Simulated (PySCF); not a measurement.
C4H8OSi, SMILES C/C=C1/OC[SiH2]1. Heavy atoms are numbered as in [CH3:1]/[CH:2]=[C:3]1/[O:4][CH2:5][SiH2:6]1. Hydrogens are named by the atom that carries them.

Coordinates come from a ωB97X-D3(BJ)/def2-SVP optimisation. The structure was generated by enumeration; whether it is a known compound was not checked.

Method: PBE/pcSseg-1 in PySCF.

GIAO shieldings, no solvent; atoms alike by connectivity are averaged. δ = σ(ref) − σ: ¹³C against TMS (σ = 182.0 ppm); ¹⁷O against H2O (σ = 334.3 ppm); ²⁹Si against TMS (σ = 335.4 ppm); ¹H against TMS (σ = 31.49 ppm), references at their B3LYP-D3(BJ)/def2-TZVP geometries, non-relativistic.

Task: Estimate the chemical shifts. (Estimate from the structure and the level; the computed values follow.)

Result: 
```
nucleus       atoms  count  δ (ppm)
-------  ----------  -----  -------
¹³C              C3      1    163.6
¹³C         C2 (CH)      1    112.7
¹³C        C5 (CH2)      1     64.0
¹³C        C1 (CH3)      1     19.0
¹⁷O              O4      1    203.5
²⁹Si     Si6 (SiH2)      1    -29.0
¹H         H on Si6      2     5.80
¹H          H on C2      1     5.70
¹H          H on C5      2     4.62
¹H          H on C1      3     1.84
```
